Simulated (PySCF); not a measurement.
A series of related molecules.

All values: B3LYP/def2-SVPD (PySCF) at PBE0-D3(BJ)/def2-SVP geometries, gas phase, one conformer each. Core orbitals are frozen in the response; Δα² is half the sum of the squared differences of the principal polarisabilities.

(1) Rank by vertical ionisation energy (ΔSCF), lowest first.
A. `NC[SiH2]C=O`
B. `O=C[SiH3]`
C. `O=C[SiH2]C=O`
D. `O=C[SiH2]O[SiH3]`
E. `O=C[SiH2]Cl`
F. `O=C[SiH2]F`

(2) Rank by mean static polarisability, lowest first.
A. `N#C[SiH2]C=O`
B. `O=C[SiH2]C=O`
C. `O=C[SiH2]B(Cl)Cl`
D. `O=C[SiH2]O[SiH3]`
E. `C([SiH2]C=O)N`
F. `O=C[SiH2]F`

(3) Rank by dipole moment, lowest first.
A. `[NH2:1][CH2:2][SiH2:3][CH:4]=[O:5]` with H–N1–C2–Si3 170° and -70°, N1–C2–Si3–C4 -60°, C2–Si3–C4–O5 -157°
B. `[O:1]=[CH:2][SiH2:3][SH:4]` with O1–C2–Si3–S4 0°, C2–Si3–S4–H 0°
C. `[O:1]=[CH:2][SiH2:3][CH:4]=[O:5]` with O1–C2–Si3–C4 80°, C2–Si3–C4–O5 107°
D. `[O:1]=[CH:2][SiH2:3][F:4]` with O1–C2–Si3–F4 179°
E. `[CH3:1][SiH2:2][CH:3]=[O:4]` with C1–Si2–C3–O4 -1°

## Answers

(1) A (8.76 eV), C (9.24 eV), D (9.45 eV), B (9.70 eV), E (9.85 eV), F (10.03 eV).

(2) F (6.26 Å³), A (8.59 Å³), B (9.14 Å³), E (9.82 Å³), D (10.64 Å³), C (12.76 Å³).

(3) D (0.83 D), C (1.54 D), E (1.99 D), B (2.35 D), A (4.17 D).

All values together:

| SMILES | change | formula | μ (D) | HOMO (eV) | LUMO (eV) | α (Å³) | Δα (Å³) | electrons | α per electron (Å³) | ΔSCF removal energy (eV) |
| --- | --- | --- | --- | --- | --- | --- | --- | --- | --- | --- |
| O=C[SiH3] | parent | CH4OSi | 2.25 | -7.06 | -2.15 | 6.80 | 2.09 | 32 | 0.212 | 9.70 |
| [H]/N=C\[SiH2]C=O | H on Si replaced by CH=NH | C2H5NOSi | 2.13 | -7.03 | -2.35 | 9.68 | 3.36 | 46 | 0.211 | 9.20 |
| C[SiH2]C=O | H on Si replaced by CH3 | C2H6OSi | 1.99 | -6.84 | -1.83 | 8.47 | 2.31 | 40 | 0.212 | 9.40 |
| O=C[SiH2]C=O | H on Si replaced by CHO | C2H4O2Si | 1.54 | -7.03 | -2.72 | 9.14 | 2.79 | 46 | 0.199 | 9.24 |
| O=C[SiH2]S | H on Si replaced by SH | CH4OSSi | 2.35 | -7.35 | -2.29 | 9.66 | 3.10 | 48 | 0.201 | 9.63 |
| N#C[SiH2]C=O | H on Si replaced by CN | C2H3NOSi | 1.46 | -7.68 | -2.77 | 8.59 | 4.17 | 44 | 0.195 | 10.21 |
| O=C[SiH2]B(Cl)Cl | H on Si replaced by BCl2 | CH3BCl2OSi | 2.43 | -7.12 | -2.53 | 12.76 | 2.09 | 70 | 0.182 | 9.46 |
| NC[SiH2]C=O | H on Si replaced by CH2NH2 | C2H7NOSi | 4.17 | -6.54 | -1.74 | 9.82 | 2.87 | 48 | 0.205 | 8.76 |
| O=C[SiH2]F | H on Si replaced by F | CH3FOSi | 0.83 | -7.35 | -2.39 | 6.26 | 1.67 | 40 | 0.156 | 10.03 |
| O=C[SiH2]O[SiH3] | H on Si replaced by OSiH3 | CH6O2Si2 | 2.08 | -7.13 | -2.14 | 10.64 | 2.69 | 56 | 0.190 | 9.45 |
| O=C[SiH2]Cl | H on Si replaced by Cl | CH3ClOSi | 0.93 | -7.35 | -2.42 | 8.42 | 3.10 | 48 | 0.176 | 9.85 |

Conformers: `[H]/[N:1]=[CH:2]\[SiH2:3][CH:4]=[O:5]` with N1–C2–Si3–C4 -116°, C2–Si3–C4–O5 116°; `[CH3:1][SiH2:2][CH:3]=[O:4]` with C1–Si2–C3–O4 -1°; `[O:1]=[CH:2][SiH2:3][CH:4]=[O:5]` with O1–C2–Si3–C4 80°, C2–Si3–C4–O5 107°; `[O:1]=[CH:2][SiH2:3][SH:4]` with O1–C2–Si3–S4 0°, C2–Si3–S4–H 0°; `[N:1]#[C:2][SiH2:3][CH:4]=[O:5]` with C2–Si3–C4–O5 -179°; `[O:1]=[CH:2][SiH2:3][B:4]([Cl:5])[Cl:6]` with O1–C2–Si3–B4 0°, C2–Si3–B4–Cl5 87°; `[NH2:1][CH2:2][SiH2:3][CH:4]=[O:5]` with H–N1–C2–Si3 170° and -70°, N1–C2–Si3–C4 -60°, C2–Si3–C4–O5 -157°; `[O:1]=[CH:2][SiH2:3][F:4]` with O1–C2–Si3–F4 179°; `[O:1]=[CH:2][SiH2:3][O:4][SiH3:5]` with O1–C2–Si3–O4 -1°, C2–Si3–O4–Si5 1°; `[O:1]=[CH:2][SiH2:3][Cl:4]` with O1–C2–Si3–Cl4 177°.

Problem. Give the shifts from the parent, `O=C[SiH3]`.

Solution. 
| SMILES | change in μ (D) | change in HOMO (eV) | change in LUMO (eV) | change in mean α (Å³) | change in ionisation energy (eV) |
| --- | --- | --- | --- | --- | --- |
| [H]/N=C\[SiH2]C=O | -0.12 | +0.03 | -0.20 | +2.88 | -0.50 |
| C[SiH2]C=O | -0.26 | +0.22 | +0.32 | +1.67 | -0.30 |
| O=C[SiH2]C=O | -0.71 | +0.03 | -0.57 | +2.34 | -0.46 |
| O=C[SiH2]S | +0.10 | -0.29 | -0.14 | +2.86 | -0.07 |
| N#C[SiH2]C=O | -0.79 | -0.62 | -0.62 | +1.79 | +0.51 |
| O=C[SiH2]B(Cl)Cl | +0.18 | -0.06 | -0.38 | +5.96 | -0.24 |
| NC[SiH2]C=O | +1.92 | +0.52 | +0.41 | +3.02 | -0.94 |
| O=C[SiH2]F | -1.42 | -0.29 | -0.24 | -0.54 | +0.33 |
| O=C[SiH2]O[SiH3] | -0.17 | -0.07 | +0.01 | +3.84 | -0.25 |
| O=C[SiH2]Cl | -1.32 | -0.29 | -0.27 | +1.62 | +0.15 |

Problem. By how much does the ΔSCF value exceed −ε(HOMO) over the species that have both?

Solution. By 2.17 to 2.68 eV, 2.41 eV on average, over 11 species.
